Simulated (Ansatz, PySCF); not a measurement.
Stretching the Si1–H2 bond in HISi (SMILES [SiH]I) (multiplicity 1 held, fragments rigid). Energies count from the point at 1.522 Å.
Geometry at that point (charge 0, multiplicity 1):
```xyz
3

Si    -1.12141    -0.93268     1.27809
H     -2.09418    -1.38630     0.19834
I      0.33574     0.27253    -0.34135
```

R- and RO- levels are restricted; in cc, def2 and unpolarised 6-31G sets they are followed outwards from rest. Unrestricted levels (U-) break spin symmetry where that is lower. Levels need not reach the same state.

Rows in LANL2DZ carry no dispersion term and start afresh at each structure. LANL2DZ brings its own core potentials from Na on.

Programs: Ansatz (Gaussian orbitals); PySCF for LANL2DZ rows.  In def2 rows elements past Kr take small-core potentials, without spin–orbit coupling.

Task: One of these levels gives 429.7 kJ/mol for the energy at R = 4.872 Å. Which one is it?
(A) U-HF/LANL2DZ
(B) R-wB97X-V/def2-TZVPP
(C) U-r2SCAN/def2-TZVPP
(D) R-r2SCAN/def2-TZVPP

Result: D, R-r2SCAN/def2-TZVPP. The others give 209.0 (U-HF/LANL2DZ), 303.5 (U-r2SCAN/def2-TZVPP), 564.5 (R-wB97X-V/def2-TZVPP)

Doubts at one or more of the structures used: a spin-contaminated determinant (U-HF/LANL2DZ, U-r2SCAN/def2-TZVPP); a restricted determinant that unrestricted orbitals would lower (R-r2SCAN/def2-TZVPP, R-wB97X-V/def2-TZVPP).

Ansatz is a first-principles code.
